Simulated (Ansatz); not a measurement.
Reactions of C₂H₃Cl₂In, SMILES `C=[CH][In]([Cl])[Cl]`.

Program: Ansatz. Geometries: PBE0-D4/def2-TZVP. ΔE: electronic, gas phase. CBS: MP2 limit from def2 TZ/QZ plus the TZ coupled-cluster correction, frozen cores. This one scheme is used for every species, atoms too. DFT in def2-TZVPP. B3LYP here is the variant with VWN-RPA as its local correlation; programs differ in this. Open shells (•) are unrestricted, without spin–orbit coupling. Spin–orbit coupling would lower the free atoms: a little for C, Cl; strongly for In. Elements past krypton have def2 core potentials. For In, Zn outer-core shells are correlated without core-valence functions, so the limit isn't a true one: a few kJ/mol of doubt a bond, and 10 to 20 or more in all where bonds break to atoms. Scalar relativity is left out up to krypton. One conformer a species, not always the lowest.

```csv
reaction,MP2/CBS(def2) (kcal/mol),CCSD/CBS(def2) (kcal/mol),B3LYP-D4 (kcal/mol),ωB97M-V (kcal/mol)
`C=[CH][In]([Cl])[Cl]` + H₂ → `C=[CH][InH][Cl]` + HCl,25.6,22.8,23.2,22.5
`C=[CH][In]([Cl])[Cl]` → 2 C• + 2 Cl• + 3 H• + In•,686.0,657.5,660.6,671.0
`C=[CH][In]([Cl])[Cl]` + `[SiH3]N[SiH3]` → `[SiH3][N]([SiH3])[In]([Cl])[Cl]` + `C=C`,-8.2,-7.5,-5.5,-5.4
`C=[CH][In]([Cl])[Cl]` + H–F → `C=[CH][In]([F])[Cl]` + HCl,15.7,14.4,12.9,13.3
`C=[CH][In]([Cl])[Cl]` + `[F][ZnH]` → `[F][In]([Cl])[Cl]` + `C=[CH][ZnH]`,15.5,15.1,13.5,13.2
`C=[CH][In]([Cl])[Cl]` + `N[Si](F)(Cl)Cl` → `[NH2][In]([Cl])[Cl]` + `C=C[Si](F)(Cl)Cl`,11.2,11.1,11.0,11.6
`C=[CH][In]([Cl])[Cl]` + `N=C=O` → `O=C=[N][In]([Cl])[Cl]` + `C=C`,-12.7,-13.6,-11.7,-11.9
`C=[CH][In]([Cl])[Cl]` + `CBO` → `C=COBC` + `[Cl][InH][Cl]`,19.1,16.7,13.6,14.2
`C=[CH][In]([Cl])[Cl]` + `CC(C)N` → `CC(C)[NH][In]([Cl])[Cl]` + `C=C`,-5.0,-4.2,-3.9,-3.0
`C=[CH][In]([Cl])[Cl]` + H₂O → `[OH][In]([Cl])[Cl]` + `C=C`,-4.1,-5.2,-5.8,-5.3
```

(1) Give the CCSD(T)/CBS values in the same order. (Estimate.)

Largest T1 diagnostic: 0.018, for `N=C=O`.

Answers

(1) The calculation gave: 23.6, 670.6, -8.1, 14.3, 14.8, 10.7, -13.1, 17.0, -4.9, -5.0 kcal/mol.
